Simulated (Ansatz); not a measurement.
A nudged elastic band was laid between two geometries of H₃InNO (6 atoms, charge 0, multiplicity 2).

Level of theory: UKS r2SCAN/def2-SVP in Ansatz.

```yaml
movable_images: 7
climbing_image: yes
spring: 5.0 eV/Å²
optimiser: quadratic models (default)
start_path: IDPP
force_threshold: 0.05 eV/Å
iteration_limit: 60
end_points: relaxed
```

Image 0:

```xyz
6
Properties=species:S:1:pos:R:3
N -0.987 -0.015 -0.764
In 1.111 -0.278 -0.425
O 1.584 -0.166 1.550
H -1.247 -0.343 -1.701
H -1.193 0.993 -0.781
H 0.774 -0.255 2.077
```

Image 8:

```xyz
6
Properties=species:S:1:pos:R:3
N -0.843 -0.102 -1.169
In 0.765 -0.681 0.067
O 0.514 0.198 1.883
H -0.722 -0.397 -2.141
H -0.896 0.923 -1.195
H 1.223 -0.005 2.509
```

(1) What changes between the two ends?

(2) What energy profile does the band end with?

(3) What is the geometry of the highest image?

(4) What are the harmonic wavenumbers there?

## Answers

(1) No bond is made or broken. The dihedral N1–In2–O3–H6 goes from 16 to -179°.

(2) The run converged. The highest image is number 3 of 0 to 8, 0.027 eV above the first end and 0.108 eV above the last; the last end lies 0.081 eV below the first. A vibrational analysis at the climbing image gives one clearly imaginary mode, 202i cm⁻¹: a first-order saddle point.

```csv
image,path coordinate (Å),energy (eV),dihedral N1–In2–O3–H6 (°)
0,0.00,0.000,16
1,0.22,0.005,31
2,0.44,0.019,53
3,0.66,0.027,76
4,0.88,0.019,98
5,1.09,-0.007,120
6,1.31,-0.040,140
7,1.53,-0.069,161
8,1.75,-0.081,-179
```

(3) 
```xyz
6
Properties=species:S:1:pos:R:3:forces:R:3
N -0.867 -0.021 -1.030 -0.01 0.02 -0.01
In 0.959 -0.627 -0.138 0.00 -0.02 -0.05
O 1.179 0.145 1.735 0.00 0.01 0.04
H -0.916 -0.247 -2.028 0.01 -0.01 0.02
H -0.945 1.002 -0.975 0.00 -0.01 0.00
H 0.632 -0.315 2.390 0.00 0.00 0.00
```

(4) 202i, 125, 226, 429, 533, 599, 669, 714, 1515, 3446, 3558, 3813 cm⁻¹.

Run time: 2.4 min on 2 threads of Intel(R) Xeon(R) Platinum 8488C (Sapphire Rapids) (shared host), peak memory 0.22 GiB.
